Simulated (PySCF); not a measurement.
**Ga⁺ (gallium, charge +1): UHF calculation**

Configuration: [Ar] 3d10 4s2, closed-shell 1S. Calculation: PySCF 2.14, in aug-cc-pVDZ-PP with ECP10MDF; scalar relativity through the core potential.

- Total energy: -258.088334 hartree
- One-electron energy: -457.0478 hartree
- Hartree (Coulomb) energy: 220.5165 hartree
- Exchange energy: -21.5570 hartree
- ⟨S²⟩: 0.0000
- ⟨L²⟩: 0.000
- Sum of ⟨r⟩: 17.94 bohr
- Sum of ⟨r²⟩: 24.51 bohr²
- Time after the integrals: 0.09 s of wall time on 1 thread of Neoverse-V1 (shared host)

```tsv
shell	electrons	mean orbital energy (eV)	rms radius, mean of both spins (bohr)
3s	2	-187.65	0.701
3p	6	-132.68	0.739
3d	10	-39.955	0.891
4s	2	-19.031	2.48
```

Energies and moments cover only the electrons outside the core potential.
